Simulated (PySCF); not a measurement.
siletan-3-ol (C3H8OSi), SMILES OC1C[SiH2]C1. Geometry optimised at PBE-D3(BJ)/def2-SVP. The values are those of a single conformer.

Level of theory: PySCF with PBE-D3(BJ)/def2-SVP.

Harmonic wavenumbers (cm⁻¹): 131, 285, 362, 402, 445, 493, 496, 639, 692, 721, 764, 848, 860, 923, 938, 988, 1024, 1046, 1119, 1142, 1214, 1285, 1348, 1352, 1393, 2157, 2168, 2883, 2994, 3001, 3077, 3087, 3691. Rotational constants (GHz): 8.563, 2.844, 2.349; symmetry number 1.

### Question
Work out the zero-point energy and the ideal-gas rigid-rotor harmonic-oscillator thermochemistry at 298.15 K and 1 atm.

### Answer
ZPE = ½ Σ hcν = ½ × 43966 cm⁻¹ = 62.85 kcal/mol. H − E(el) = 67.34 kcal/mol. Entropy in cal/(mol K): translation 39.34, rotation 26.13, vibration 10.98, total 76.45. G − E(el) = 44.54 kcal/mol. Cp = 26.14 cal/(mol K). Modes under 150 cm⁻¹ make the vibrational entropy uncertain.
